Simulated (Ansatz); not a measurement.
**Scan of the Ag2–S3 bond length**

AgNH$_{4}$S (SMILES [NH3+][Ag-][SH]), singlet, at its PBE0-D4/def2-TZVP minimum:

N1  (-1.195, 0.680, -0.485)
Ag2  (0.469, -0.385, 0.444)
S3  (2.181, -1.512, 1.480)
H4  (-1.951, 0.048, -0.723)
H5  (-0.901, 1.143, -1.337)
H6  (-1.569, 1.388, 0.137)
H7  (3.027, -1.429, 0.438)
(Å)

The bond length Ag2–S3 (2.296 Å at the minimum) is set to the values below, the two halves moving rigidly along the bond. Each method's energies count from its own value at the PBE0-D4 minimum structure. Computed with Ansatz 0.2.0 (basis: def2-TZVPP); correlated methods freeze the cores. Filled d shells of the heavier atoms are correlated. Core potentials replace the inner electrons of the atoms past krypton. B3LYP uses VWN-RPA correlation.

CCSD(T) energies along the scan:
```csv
bond length (Å),CCSD(T) (eV)
1.975,0.944
2.042,0.533
2.141,0.173
2.257,0.010
2.385,0.036
2.523,0.202
2.670,0.459
2.824,0.767
2.985,1.098
```
They count from the CCSD(T) energy at the PBE0-D4 minimum.

Minimum and curvature along this coordinate at CCSD(T): A fifth-order fit through the nearest points gives 2.299 Å, with a curvature of about 11 eV/Å².

Task: Treat the two halves as rigid bodies and work out the harmonic wavenumber of this stretch from that curvature (ν̃ = 521.5 √(k/μ) cm⁻¹ with k in eV/Å² and μ in u).

Result: The halves weigh 124.90 and 33.07 u, so μ = 124.90 × 33.07/157.97 = 26.147 u and ν̃ = 521.5 √(11/26.147) ≈ 340 cm⁻¹. A true normal mode mixes in other motions, so this is a guide only.

Largest difference from the CCSD(T) curve over the scan: PBE-D4 0.063; PBE0-D4 0.038; B3LYP-D4 0.108 eV. Each curve counts from its own value at the minimum.

No T1 diagnostic of these runs exceeds 0.019.

For scale, one of the runs: CCSD(T)/def2-TZVPP, 185 basis functions (an equivalent command: `ansatz run in.yaml --threads 4`). Time: 53 s of wall clock on 4 CPU threads; the host was shared. Peak host memory: 2.2 GiB.
